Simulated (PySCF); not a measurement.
## A small calculation by hand: chemical shift, span and skew from a shielding tensor

Se(Et)(GeH3) (C2H8GeSe), SMILES CC[Se][GeH3]. Atoms are numbered in the order given.

```xyz
12

Se     0.5139     0.4616     0.8233
C      1.8087    -0.6310    -0.1800
C      2.0405    -0.1829    -1.6074
H      1.4767    -1.6784    -0.1252
H      2.7292    -0.5519     0.4179
H      2.3642     0.8675    -1.6484
H      1.1279    -0.2737    -2.2165
H      2.8192    -0.8024    -2.0822
Ge    -1.4230    -0.2263    -0.3124
H     -1.4233    -1.7644    -0.4155
H     -2.6122     0.2627     0.5291
H     -1.5139     0.3706    -1.7305
```
Charge 0, spin multiplicity 1.

Geometry: PBE0-D3(BJ)/def2-SVP. The structure was generated by enumeration, and PubChem lists no compound with its InChIKey, so it may never have been made. One conformer was computed; it need not be the lowest.

GIAO shieldings from PBE0/pcSseg-1 in PySCF, non-relativistic, no solvent. The symmetric part of the tensor of Se1 has the principal values 1554.1, 1747.5, 2479.4 ppm. The same nucleus in Me2Se has σ = 1740.1 ppm at this level (PySCF, at its B3LYP-D3(BJ)/def2-TZVP geometry).

Work out the isotropic shielding, the ⁷⁷Se shift against Me2Se, the span and the skew.


σ(iso) = (σ11 + σ22 + σ33)/3 = 1927.0 ppm. δ = σ(ref) − σ(iso) = 1740.1 − (1927.0) = -186.9 ppm.
Span Ω = σ33 − σ11 = 925.3 ppm. Skew κ = 3(σ(iso) − σ22)/Ω = 0.58. Tumbling in solution averages the tensor to δ; in a static solid the shielding alone would spread this spin-1/2 line over Ω.
